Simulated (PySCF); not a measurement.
A structure optimised at PBE-D3(BJ)/def2-SVP, used in a PySCF frequency run:

```
Ga
C 1 2.0174
H 2 1.1059 1 113.47
H 2 1.1112 3 109.17 1 -121.08
H 2 1.1112 3 109.17 4 -117.84
C 1 2.0174 2 117.27 3 -180.00
H 6 1.1059 1 113.47 2 180.00
H 6 1.1112 7 109.17 1 -121.08
H 6 1.1112 7 109.17 8 -117.84
```
Charge 0, spin multiplicity 2.

Task: Write its SMILES, formula and point group.

Result: [CH3][Ga][CH3], C₂H₆Ga, C2v

Task: What are its rotational constants (standard atomic weights)?

Result: 16.344, 5.0236, 4.0429 GHz
